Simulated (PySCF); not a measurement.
A geometry optimisation on `CC=C=C=C=C(C)C#N`.

Method: PBE0-D3(BJ)/def2-SVP geometry optimisation, gas phase (PySCF 2.14.0). Start geometry: GFN2-xTB. A driver script takes a list of jobs; this job's settings line and coordinates (Å) are shown.

Input:
```
{"job": {"xc": "PBE0", "basis": "def2-SVP", "d3": "d3bj", "grid": 2, "kind": "geom"}, "charge": 0, "multiplicity": 1}
C      3.757696    -0.368796    -0.040348
C      2.770171     0.569603     0.576389
C      1.476248     0.468063     0.449109
C      0.214894     0.357389     0.314606
C     -1.039459     0.251098     0.197489
C     -2.349566     0.146019     0.065040
C     -3.228509    -0.637074     0.999890
C     -2.977754     0.801030    -1.013245
N     -3.503235     1.329449    -1.886799
H      4.362619    -0.834176     0.738301
H      3.256062    -1.144407    -0.613322
H      4.429156     0.182374    -0.698863
H      3.184584     1.380652     1.163984
H     -3.734277    -1.435373     0.455808
H     -3.990800     0.013790     1.428582
H     -2.635428    -1.070698     1.801496
```

Output:
```
step   0  E = -362.98393299  max force = 0.024368
step   1  E = -362.98626229  max force = 0.002526
step   2  E = -362.98628203  max force = 0.000501
step   3  E = -362.98628527  max force = 0.000228
optimisation converged
```

Energies in Eh; «max force» is the largest Cartesian gradient component in Eh/bohr.

How much energy does the optimisation release, in eV?

E(step 0) − E(last step) = 0.002352 Eh, which is 0.064 eV.

Main results: final energy -362.98629 Eh after 3 steps; dipole 5.19 D.

Give the final coordinates.

0.036 Å rms from the input after alignment:
```
atom  x, y, z in Å
C1     3.7011   -0.6309    0.0050
C2     2.7021    0.2991    0.6175
C3     1.3955    0.2018    0.4923
C4     0.1212    0.0996    0.3628
C5    -1.1454    0.0067    0.2324
C6    -2.4657   -0.0992    0.1056
C7    -3.3371   -0.8872    1.0487
C8    -3.1053    0.5687   -0.9881
N9    -3.6557    1.0970   -1.8630
H10    4.3220   -1.0969    0.7875
H11    3.2150   -1.4242   -0.5774
H12    4.3853   -0.0759   -0.6574
H13    3.0911    1.1329    1.2189
H14   -3.8616   -1.6904    0.5076
H15   -4.1029   -0.2371    1.4997
H16   -2.7319   -1.3326    1.8478
```

Estimate the wall time. Hardware: one thread of an Arm Neoverse V1, on a shared host. And the peak memory of the process?

About 45 s, with 0.76 GiB resident at the peak, the Python interpreter and its libraries included.
Labels such as C1 count atoms from 1, the log's own numbers from 0.
